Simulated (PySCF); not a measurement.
Computed IR spectrum (relative IR intensity) of a molecule C₂H₉BN₂. Coordinates come from a PBE0-D3(BJ)/def2-SVP optimisation. The values are those of a single conformer. Level of theory: PBE0-D3(BJ)/def2-SVP (PySCF 2.14.0). Frequencies are harmonic and unscaled.

Lines under 2 % of the strongest are left out, and lines within 2 cm⁻¹ are merged.

```json
[
 {"ν (cm⁻¹)": "482", "relative intensity": "28"},
 {"ν (cm⁻¹)": "600", "relative intensity": "16"},
 {"ν (cm⁻¹)": "894", "relative intensity": "4.6"},
 {"ν (cm⁻¹)": "1002", "relative intensity": "3.0"},
 {"ν (cm⁻¹)": "1165", "relative intensity": "4.0"},
 {"ν (cm⁻¹)": "1196", "relative intensity": "5.5"},
 {"ν (cm⁻¹)": "1249", "relative intensity": "3.2"},
 {"ν (cm⁻¹)": "1334", "relative intensity": "19"},
 {"ν (cm⁻¹)": "1452", "relative intensity": "7.5"},
 {"ν (cm⁻¹)": "1460", "relative intensity": "5.6"},
 {"ν (cm⁻¹)": "1469", "relative intensity": "5.6"},
 {"ν (cm⁻¹)": "1484", "relative intensity": "5.7"},
 {"ν (cm⁻¹)": "1506", "relative intensity": "8.6"},
 {"ν (cm⁻¹)": "1598", "relative intensity": "100"},
 {"ν (cm⁻¹)": "2585", "relative intensity": "38"},
 {"ν (cm⁻¹)": "3005", "relative intensity": "22"},
 {"ν (cm⁻¹)": "3014", "relative intensity": "22"},
 {"ν (cm⁻¹)": "3074", "relative intensity": "10"},
 {"ν (cm⁻¹)": "3087", "relative intensity": "8.8"},
 {"ν (cm⁻¹)": "3128", "relative intensity": "6.0"},
 {"ν (cm⁻¹)": "3157", "relative intensity": "3.1"},
 {"ν (cm⁻¹)": "3643", "relative intensity": "2.3"},
 {"ν (cm⁻¹)": "3689", "relative intensity": "8.4"}
]
```

Problem. Which molecule gave these data?
(A) CNBNC
(B) CN(C)BN
(C) CNB(C)N
(D) CCB(N)N

Solution. A, CNBNC
